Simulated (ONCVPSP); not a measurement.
## nickel: ONCV pseudisation with PBE, fully relativistic reference atom.

- Element: nickel (Ni)
- Generator: ONCVPSP 4.0.1
- Type: optimised norm-conserving Vanderbilt (ONCV)
- Functional: PBE
- Relativity: fully relativistic
- Frozen core: [Ar]
- Valence charge: 10
- Reference configuration: 3d8 4s1.5 4p0.5
- Partial waves: 4s: rc 0.70 bohr, ncon 4, nbas 8, qcut 11.7 1/bohr, 2 projectors, debl 4 Ha; 4p: rc 2.40 bohr, ncon 3, nbas 8, qcut 3.3 1/bohr, 2 projectors, debl 1.6 Ha; 3d: rc 1.50 bohr, ncon 4, nbas 8, qcut 9.7 1/bohr, 2 projectors, debl 0.3 Ha
- Local potential: polynomial inside 0.55 bohr (lpopt 5, dvloc0 1 Ha)
- Core correction: Teter function, parameters optimised by the program

Open shells are filled in proportion to 2j + 1.

All-electron outer shells of the reference configuration (PBE, scalar-relativistic, ld1.x):

```csv
shell,level (eV),outermost node (bohr),outermost maximum (bohr)
3s,-112.11,0.30,0.64
3p,-72.44,0.27,0.65
3d,-9.90,–,0.63
4s,-6.31,0.92,2.21
4p,-1.71,1.00,3.10
```

Q: Does this generation succeed?

A: No. ONCVPSP 4.0.1 stopped with "oncvpsp_r: lschvkbb convergence ERROR, n= 1 l= 0": the bound-state solver with the separable projectors failed. The 4s radius of 0.70 bohr lies inside the outermost node of the all-electron wave at 0.92 bohr.
